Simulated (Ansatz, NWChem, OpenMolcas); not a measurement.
**A small benchmark: dipole moment**

8 molecules; the dipole moment in D, computed less measured. Shapes, held fixed at every level: PBE0-D4/def2-TZVP. No vibrational averaging. Dipoles are compared by magnitude; molecules under 1 D, whose direction can flip, are left out. Programs: Ansatz 0.2.0, NWChem 7.3.0, OpenMolcas 26.06. A level may come from different programs for different species; with the same settings they agree closely. Measured values: NIST CCCBDB.

Levels: A = SVWN5/aug-cc-pVDZ; B = PBE/aug-cc-pVDZ; C = BHLYP/aug-cc-pVDZ.

| molecule | measured | A | B | C |
| --- | --- | --- | --- | --- |
| CH2Cl2 (dichloromethane) | 1.60 | +0.03 | +0.01 | +0.14 |
| CH2ClF (SMILES FCCl) | 1.82 | -0.06 | -0.09 | +0.10 |
| CH2F2 (difluoromethane) | 1.97 | -0.14 | -0.19 | +0.08 |
| CHBrF2 (SMILES FC(F)Br) | 1.50 | -0.16 | -0.19 | -0.03 |
| C2H2F2 (SMILES C=C(F)F) | 1.38 | -0.23 | -0.30 | +0.03 |
| C2H4S (thiirane) | 1.85 | +0.02 | +0.02 | +0.16 |
| CH5N (SMILES CN) | 1.31 | -0.01 | -0.05 | +0.03 |
| C2H5N (N-methylmethanimine) | 1.53 | -0.08 | -0.12 | +0.09 |

Q: Sum up the errors.

A: 
```
            level           kind  mean error  mean absolute error  worst case
SVWN5/aug-cc-pVDZ            LDA      -0.079                0.091      C2H2F2
  PBE/aug-cc-pVDZ            GGA      -0.114                0.121      C2H2F2
BHLYP/aug-cc-pVDZ  global hybrid      +0.075                0.083       C2H4S
```

On this set BHLYP/aug-cc-pVDZ has the smallest mean absolute error and PBE/aug-cc-pVDZ the largest. SVWN5/aug-cc-pVDZ is too low in 6 of 8; PBE/aug-cc-pVDZ is too low in 6 of 8; BHLYP/aug-cc-pVDZ is too high in 7 of 8. The smallest two are near a tie. The largest two are near a tie. Relativity is left out for Br. The set is small.
